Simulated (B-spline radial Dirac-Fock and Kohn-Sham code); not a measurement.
**Ca⁺ 2s: cross section and angular parameters**

System: Ca⁺, [Ar] 4s1; threshold 440.9 eV (orbital energy of the model). Method: Dirac-Hartree-Slater photoionisation with a Latter tail; cross sections with all multipoles, angular parameters from the dipole term and its interference with E2. Computed with a radial B-spline solver.

```
hν (eV)  σ (kb)      β       γ
    495     219  2.000   0.431
    523     203  2.000   0.323
    624     160  2.000   0.095
    800     109  2.000  -0.036
 1253.6    49.1  2.000   0.007
   1310    45.1  2.000   0.022
   1350    42.6  2.000   0.034
   1760       ?      ?       ?
   1930    20.7  2.000   0.220
   2000    19.2  2.000   0.243
   2060    18.1  2.000   0.262
   2410    12.9  2.000   0.370
 2984.4    7.99  2.000   0.536
   3700    4.86  2.000   0.722
   3800    4.57  2.000   0.746
   4000    4.04  2.000   0.793
   4580    2.92  2.000   0.924
   5010    2.35  2.000   1.016
   9500   0.455  1.999   1.778
  15000   0.131  1.999   2.455
```

Q: Give the values at 1760 eV.

A: σ = 25.1 kb, β = 2.000, γ = 0.164. For an s subshell δ is negligible.
